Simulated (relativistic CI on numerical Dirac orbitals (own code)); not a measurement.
**Electric-dipole transitions in Lu⁴²⁺**

These numbers are calculated, not measured: Dirac-Coulomb-Breit CI, separate exchange-only KLI orbitals for each configuration, model QED (radiative potential, 1s self-energy scaled to tabulated hydrogen-like ionisation energies), unscaled Slater integrals (own radial code, finite nucleus).

CI space (outside the closed core [Ar]): 3d¹⁰4s, 3d¹⁰4p, 3d¹⁰4d, 3d¹⁰4f, 3d¹⁰5s, 3d¹⁰5p, 3d¹⁰5d, 3d¹⁰5f, 3d¹⁰5g, 3d¹⁰6s, 3d¹⁰6p, 3d¹⁰6d, 3d⁹4s², 3d¹⁰6f, 3d¹⁰7s, 3d⁹4s4p, 3d¹⁰8s, 3d⁹4s4d, 3d⁹4s4f, 3d⁹4s5s, 3d⁹4s5p, 3d⁹4s5d, 3d⁹4s5f. Double excitations out of closed p, d and f shells are left out; levels of such configurations are missing from the list, as are those of other unlisted configurations, and high levels can miss mixing partners.

| λ vac (nm) | Lower | Upper | A (s⁻¹) | gf | Branching (%) |
| --- | --- | --- | --- | --- | --- |
| 0.64030 | 3d¹⁰4s ²S1/2 [1] | 3d⁹4s4f ²P°3/2 [123] | 3.19e+14 | 7.84e+00 | 99.9 |
| 0.64070 | 3d¹⁰4s ²S1/2 [1] | 3d⁹4s4f ²P°1/2 [122] | 3.28e+14 | 4.03e+00 | 99.9 |
| 0.66049 | 3d¹⁰4s ²S1/2 [1] | 3d⁹4s4f ²D°3/2 [107] | 8.40e+13 | 2.20e+00 | 99.7 |
| 0.66069 | 3d¹⁰4s ²S1/2 [1] | 3d⁹4s4f ⁴D°1/2 [106] | 8.02e+13 | 1.05e+00 | 99.7 |
| 1.1380 | 3d¹⁰4d ²D3/2 [4] | 3d¹⁰6f ²F°5/2 [23] | 5.34e+12 | 6.22e-01 | 68.7 |
| 1.1547 | 3d¹⁰4d ²D5/2 [5] | 3d¹⁰6f ²F°7/2 [24] | 5.68e+12 | 9.08e-01 | 73.0 |
| 1.4761 | 3d¹⁰4p ²P°3/2 [3] | 3d¹⁰5d ²D5/2 [12] | 4.39e+12 | 8.60e-01 | 86.0 |
| 1.6194 | 3d¹⁰4d ²D3/2 [4] | 3d¹⁰5f ²F°5/2 [13] | 7.98e+12 | 1.88e+00 | 92.0 |
| 1.6513 | 3d¹⁰4d ²D5/2 [5] | 3d¹⁰5f ²F°7/2 [14] | 8.68e+12 | 2.84e+00 | 99.0 |
| 1.8156 | 3d¹⁰4p ²P°3/2 [3] | 3d¹⁰5s ²S1/2 [8] | 5.23e+12 | 5.17e-01 | 72.3 |
| 1.9578 | 3d¹⁰4f ²F°5/2 [6] | 3d¹⁰5g ²G7/2 [15] | 1.60e+13 | 7.34e+00 | 96.3 |
| 1.9676 | 3d¹⁰4f ²F°7/2 [7] | 3d¹⁰5g ²G9/2 [16] | 1.65e+13 | 9.55e+00 | 99.9 |
| 2.8852 | 3d¹⁰5p ²P°3/2 [10] | 3d¹⁰6d ²D5/2 [21] | 1.07e+12 | 7.99e-01 | 21.1 |
| 3.1081 | 3d¹⁰5d ²D3/2 [11] | 3d¹⁰6f ²F°5/2 [23] | 1.77e+12 | 1.54e+00 | 22.8 |
| 3.1624 | 3d¹⁰5d ²D5/2 [12] | 3d¹⁰6f ²F°7/2 [24] | 1.97e+12 | 2.36e+00 | 25.3 |
| 3.6166 | 3d¹⁰5p ²P°3/2 [10] | 3d¹⁰6s ²S1/2 [17] | 1.94e+12 | 7.60e-01 | 29.9 |
| 3.9633 | 3d¹⁰5d ²D5/2 [12] | 3d¹⁰6p ²P°3/2 [19] | 9.21e+11 | 8.67e-01 | 22.6 |
| 5.5371 | 3d⁹4s4p ⁴F°5/2 [31] | 3d⁹4s4d ⁴G7/2 [73] | 6.27e+11 | 2.31e+00 | 91.9 |
| 5.5491 | 3d⁹4s4p ⁴F°7/2 [27] | 3d⁹4s4d ⁴G9/2 [55] | 6.31e+11 | 2.91e+00 | 92.9 |
| 5.5785 | 3d¹⁰4p ²P°1/2 [2] | 3d¹⁰4d ²D3/2 [4] | 6.57e+11 | 1.23e+00 | 95.0 |
| 6.8621 | 3d⁹4s² ²D5/2 [22] | 3d⁹4s4p ²D°5/2 [42] | 5.71e+11 | 2.42e+00 | 99.7 |
| 6.8792 | 3d⁹4s² ²D3/2 [25] | 3d⁹4s4p ²D°3/2 [49] | 5.71e+11 | 1.62e+00 | 90.1 |
| 6.9708 | 3d⁹4s² ²D5/2 [22] | 3d⁹4s4p ²P°3/2 [41] | 5.38e+11 | 1.57e+00 | 9.3 |
| 6.9727 | 3d⁹4s² ²D3/2 [25] | 3d⁹4s4p ²F°5/2 [48] | 5.41e+11 | 2.37e+00 | 99.6 |
| 6.9931 | 3d⁹4s² ²D5/2 [22] | 3d⁹4s4p ²F°7/2 [40] | 5.41e+11 | 3.17e+00 | 99.6 |
| 7.2304 | 3d¹⁰4s ²S1/2 [1] | 3d¹⁰4p ²P°3/2 [3] | 3.10e+11 | 9.71e-01 | 100.0 |
| 7.3827 | 3d¹⁰4d ²D3/2 [4] | 3d¹⁰4f ²F°5/2 [6] | 2.66e+11 | 1.31e+00 | 95.0 |
| 7.5646 | 3d⁹4s4p ⁴D°7/2 [38] | 3d⁹4s4d ⁴F9/2 [63] | 2.62e+11 | 2.25e+00 | 78.9 |
| 7.5983 | 3d⁹4s4p ²F°7/2 [45] | 3d⁹4s4d ²G9/2 [77] | 3.20e+11 | 2.77e+00 | 99.0 |
| 7.6058 | 3d⁹4s4p ⁴F°9/2 [35] | 3d⁹4s4d ⁴G11/2 [59] | 3.19e+11 | 3.32e+00 | 100.0 |
| 7.8358 | 3d¹⁰4p ²P°3/2 [3] | 3d¹⁰4d ²D5/2 [5] | 2.97e+11 | 1.64e+00 | 100.0 |
| 7.9950 | 3d⁹4s4d ⁴G11/2 [59] | 3d⁹4s4f ⁴H°13/2 [91] | 2.19e+11 | 2.94e+00 | 100.0 |
| 8.0078 | 3d¹⁰4d ²D5/2 [5] | 3d¹⁰4f ²F°7/2 [7] | 2.24e+11 | 1.73e+00 | 100.0 |
| 8.1366 | 3d⁹4s4p ²F°7/2 [40] | 3d⁹4s4d ²G9/2 [65] | 2.44e+11 | 2.42e+00 | 87.9 |
| 11.817 | 3d¹⁰5p ²P°1/2 [9] | 3d¹⁰5d ²D3/2 [11] | 2.00e+11 | 1.68e+00 | 4.5 |
| 15.154 | 3d¹⁰5s ²S1/2 [8] | 3d¹⁰5p ²P°3/2 [10] | 9.50e+10 | 1.31e+00 | 2.3 |
| 16.480 | 3d¹⁰5p ²P°3/2 [10] | 3d¹⁰5d ²D5/2 [12] | 9.24e+10 | 2.26e+00 | 1.8 |
| 16.530 | 3d¹⁰5d ²D3/2 [11] | 3d¹⁰5f ²F°5/2 [13] | 8.35e+10 | 2.05e+00 | 1.0 |
| 17.938 | 3d¹⁰5d ²D5/2 [12] | 3d¹⁰5f ²F°7/2 [14] | 7.04e+10 | 2.72e+00 | 0.8 |
| 21.421 | 3d¹⁰6p ²P°1/2 [18] | 3d¹⁰6d ²D3/2 [20] | 7.62e+10 | 2.10e+00 | 1.7 |
| 27.407 | 3d¹⁰6s ²S1/2 [17] | 3d¹⁰6p ²P°3/2 [19] | 3.59e+10 | 1.62e+00 | 0.9 |
| 29.755 | 3d¹⁰6p ²P°3/2 [19] | 3d¹⁰6d ²D5/2 [21] | 3.57e+10 | 2.84e+00 | 0.7 |
| 30.414 | 3d¹⁰6d ²D3/2 [20] | 3d¹⁰6f ²F°5/2 [23] | 3.25e+10 | 2.70e+00 | 0.4 |
| 33.006 | 3d¹⁰6d ²D5/2 [21] | 3d¹⁰6f ²F°7/2 [24] | 2.74e+10 | 3.58e+00 | 0.4 |
| 36.303 | 3d¹⁰5f ²F°7/2 [14] | 3d¹⁰5g ²G9/2 [16] | 5.45e+09 | 1.08e+00 | 0.0 |

Terms are leading LS components. Brackets give the number of a level in order of energy, since labels repeat. The list gives strong lines, with weight on those to low levels, without lines whose two gauges differ by over a factor of 2.5, among the lowest 123 of 227 levels, so that lines to higher ones, which can be the strongest, are missing. Levels whose partners in the same complex of configurations lie outside the list can be far off, and so can their lines. Rates are taken at the computed energies, electric ones in the length gauge.

At this charge energies of transitions that change n are usually good to better than 1 %, and those within a shell (Δn = 0) to a few per cent.

LS names give the leading component of a level, which can be under half, so a name can repeat, a term be missing and a line seem to break the LS rules.
